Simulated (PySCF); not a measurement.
C₈H₅N₅, SMILES C1=CC2=NC=NC3=CC=NC(=N1)N32.

The structure is a stationary point at PBE-D3(BJ)/def2-SVP.

Calculation: TDA-M06-2X/def2-SVP run with PySCF 2.14.0.

Vertical excitations. Isolated molecule, no solvent. State labels are in the subgroup C2v.

Computed lowest excited states:
```
state  symmetry  energy (eV)  λ (nm)      f                                                main pairs
-----  --------  -----------  ------  -----  --------------------------------------------------------
S1           B2         2.38     521  0.000                                            HOMO→LUMO 98 %
S2           A2         4.18     296  0.000                                          HOMO−1→LUMO 87 %
S3           B1         4.40     282  0.000                                          HOMO−2→LUMO 86 %
S4           A1         4.53     274  0.221                                          HOMO→LUMO+1 88 %
S5           B2         4.80     258  0.368                                          HOMO→LUMO+2 92 %
S6           A2         4.82     257  0.000  HOMO−4→LUMO 63 %, HOMO−2→LUMO+1 20 %, HOMO−1→LUMO+2 11 %
T1           B2         2.15     576      0                                            HOMO→LUMO 98 %
T2           A1         2.95     420      0                                          HOMO→LUMO+1 94 %
```
Triplets are in the Tamm–Dancoff approximation.
